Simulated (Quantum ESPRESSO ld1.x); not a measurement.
Problem. These are the eigenvalues of the occupied orbitals of an atom or ion with whole-number occupations (hartree). All-electron calculation, scalar-relativistic Kohn-Sham, LDA (Slater exchange, Perdew-Zunger correlation), spin-unpolarised, spherical densities, point nucleus. Program: ld1.x of Quantum ESPRESSO 7.5.

| orbital | eigenvalue |
|---|---|
| 1s | -102.474 |
| 2s | -10.8984 |
| 2p | -8.69706 |
| 3s | -2.16247 |
| 3p | -1.66165 |

Which element is it, and in what charge state? The configuration may be excited.

Solution. Z = 17, chlorine, charge +3: Cl3+ in [Ne] 3s2 3p2. The list shows which subshells hold electrons but not how many an open one holds; the 1s level, -102.47 hartree, gives Z - s = 14.3 by -(Z - s)^2/2, which with screening and relativity narrows Z to a few neighbours, and the depths of the outer levels then fix element, charge and occupations together.
